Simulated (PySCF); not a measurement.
# How methods differ on the excitation energy of F⁺

F⁺ [He] 2s2 2p4 (3P) → F⁺ [He] 2s1 2p5 (3P), as a difference of total energies. Calculation: PySCF 2.14, in ANO-RCC-VTZP; the spin-free X2C one-electron Hamiltonian (Gaussian nucleus). Correlated levels: valence and next inner shell: nothing frozen. The calculations carry no spin-orbit coupling.

```
                                method  excitation energy (eV)  error (eV)
                                   UHF                  21.817      +1.386
    MP2 (valence and next inner shell)                  20.823      +0.392
SCS-MP2 (valence and next inner shell)                  20.747      +0.316
   CCSD (valence and next inner shell)                  20.574      +0.143
CCSD(T) (valence and next inner shell)                  20.502      +0.071
```

Reference: 20.431 eV (measured; NIST levels, between the centres of gravity of the two terms).

Errors of the correlated levels include the incompleteness of this basis.
